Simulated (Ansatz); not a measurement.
Isolated molecules relaxed with PBE0-D4/def2-TZVP in Ansatz; ΔE leaves out vibrations. CCSD(T)/CBS is the MP2 limit (def2-TZVPP, def2-QZVPP) plus CCSD(T) − MP2 in def2-TZVPP, frozen cores. This one scheme is used for every species. Functionals use def2-TZVPP. B3LYP here is the variant with VWN-RPA as its local correlation; programs differ in this. For Ge, Se outer-core shells are correlated without core-valence functions, which leaves a few kJ/mol of doubt a bond. Scalar relativity is left out up to krypton.

Consider the ligand exchange at a Ge–C bond: `C[C]([GeH3])=[Se]` + H–F → `[F][GeH3]` + `CC=[Se]`.

Is it downhill or uphill in electronic energy at CCSD(T)/CBS, and by how much? (An estimate is asked.)

The calculation gave: Downhill: ΔE = -57.5 kJ/mol.

What do these levels give: BLYP-D4, r2SCAN-D4, CAM-B3LYP-D4, PBE-QIDH, B3LYP, MP2/CBS(def2)? (An estimate is asked.)

The calculation gave: BLYP-D4 -72.1, r2SCAN-D4 -72.4, CAM-B3LYP-D4 -79.4, PBE-QIDH -64.2, B3LYP -85.4, MP2/CBS(def2) -50.9 kJ/mol.

Largest T1 diagnostic among the species: 0.016.

In def2-TZVPP, CCSD(T) changes the Hartree–Fock value by +39.4 kJ/mol (the triples alone add +5.0 kJ/mol) and MP2 by +46.0 kJ/mol. At CCSD(T), def2-SVP lies −19.1 kJ/mol from the extrapolated value and def2-TZVPP −4.7 kJ/mol. The D4 term adds +12.5 kJ/mol with B3LYP and +6.8 kJ/mol with PBE0; it sums over pairs of atoms, weighted by their polarisabilities, and B3LYP, whose exchange is more repulsive, gets the larger term.
